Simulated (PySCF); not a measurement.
# Dipole moment and polarisability of (F2B-mu-PH2)2

Compound: (F2B-mu-PH2)2.
Structure used (PBE0-D3(BJ)/def2-SVP), in Å, numbered top down from 1:
```
atom  x, y, z in Å
B1    -0.160    0.780   -1.246
F2    -1.294    1.477   -1.496
F3     0.811    0.834   -2.189
P4    -0.554   -1.160   -0.645
B5     0.187   -0.796    1.251
F6     1.324   -1.491    1.495
F7    -0.779   -0.856    2.198
P8     0.573    1.146    0.654
H9     0.110   -2.173   -1.377
H10   -1.910   -1.560   -0.708
H11    1.922    1.567    0.731
H12   -0.114    2.148    1.381
```

Level: CAM-B3LYP/def2-SVPD (PySCF), static field, nuclei fixed, core orbitals frozen in the response. The polarisability tensor in these axes (au):

```
x   72.17  8.46  6.24
y    8.46 89.35  5.60
z    6.24  5.60 81.29
```

Diagonalise the tensor; give its mean and Δα, where Δα² is half the sum of the squared differences of the eigenvalues.

Principal values 67.55, 78.62 and 96.64 au; mean 80.94 au = 11.99 Å³ = 13.34 × 10⁻⁴⁰ C²·m²/J; Δα = 25.43 au (31 % of the mean).

What is the dipole moment?

0.02 D; point group D2h allows none, and the residue is numerical.

Rayleigh depolarisation ratio (linearly polarised light, static tensor)?

ρ = 3Δα²/(45ᾱ² + 4Δα²) = 1940.7/(294790 + 2587.6) = 0.00653.

Find the Langevin capture rate constant for NH4+ (18.034 u) meeting this molecule (163.991 u), k = 2.342 × 10⁻⁹ cm³/s × √(α in Å³ / reduced mass in u).

The reduced mass is 16.25 u, so k = 2.01 × 10⁻⁹ cm³/s.

Refractivity n − 1 of an ideal gas of it at 500 K and 1 atm, from the electronic α?

N = p/kT = 1.4678 × 10¹⁹ cm⁻³, so n − 1 = 2π × N × 11.99 × 10⁻²⁴ cm³ = 1106 × 10⁻⁶ at long wavelengths, for an ideal gas.

Traceless (Buckingham) quadrupole moment about the centre of nuclear charge: eigenvalues?

-20.69, -0.78, 21.47 D·Å. The electronic extent ⟨r²⟩ about the same centre is 1325 bohr², a root-mean-square distance of 2.15 Å for the 80 electrons.

Along which axes do the principal values lie, and how far do the nuclei extend along each?

Largest value along (0.39, 0.80, 0.45), where the nuclei span 4.66 Å; middle along (0.12, -0.53, 0.84), 4.40 Å; least along (0.91, -0.28, -0.30), 2.31 Å. The response follows the extents in order.

The structure is a single PBE0-D3(BJ)/def2-SVP conformer in the gas phase; no vibrational or solvent corrections.
